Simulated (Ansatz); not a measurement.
Isolated molecules relaxed with PBE0-D4/def2-TZVP in Ansatz; ΔE leaves out vibrations. CCSD(T)/CBS adds triple-zeta CCSD(T) − MP2 to the extrapolated MP2 energy (def2 sets, frozen cores). This one scheme is used for every species.

Consider the hydrogenolysis of the Si–F bond: `C[Si]1(F)CN1` + H₂ → `C[SiH]1CN1` + H–F.

`C[Si]1(F)CN1`:

```xyz
11

C    -0.910    0.941   -1.084
Si    0.383   -0.208   -0.441
F     1.243   -0.721   -1.680
C     0.253   -1.155    1.104
N     1.215    0.009    1.005
H    -1.518    0.456   -1.851
H    -1.563    1.264   -0.271
H    -0.448    1.825   -1.531
H     0.736   -2.112    1.286
H    -0.625   -1.007    1.735
H     1.234    0.707    1.729
```

H₂:

Z-matrix (Å, degrees):
```
H
H 1 0.746
```

`C[SiH]1CN1`:

Z-matrix (Å, degrees):
```
C
Si 1 1.860
H 1 1.093 2 111.0
H 1 1.092 2 110.6 3 120.4
H 1 1.093 2 110.7 3 -119.5
C 2 1.828 1 120.1 3 -141.5
N 2 1.720 1 122.2 3 -82.5
H 2 1.481 1 112.8 3 61.8
H 6 1.087 2 124.8 1 -150.7
H 6 1.090 2 117.2 1 1.3
H 7 1.009 2 126.3 1 3.6
```

H–F:

Z-matrix (Å, degrees):
```
F
H 1 0.920
```

```json
{"species": "`C[Si]1(F)CN1`", "CCSD/def2-TZVPP energy (Eh)": "-523.15994"}
{"species": "H₂", "CCSD/def2-TZVPP energy (Eh)": "-1.17233"}
{"species": "`C[SiH]1CN1`", "CCSD/def2-TZVPP energy (Eh)": "-423.94730"}
{"species": "H–F", "CCSD/def2-TZVPP energy (Eh)": "-100.33828"}
```

(1) Work out ΔE.

Largest T1 diagnostic among the species: 0.011.

Answers

(1) ΔE = (-423.94730) + (-100.33828) − (-523.15994) − (-1.17233) = 0.04669 Eh = +29.3 kcal/mol. CCSD(T)/CBS gives +29.6 kcal/mol.
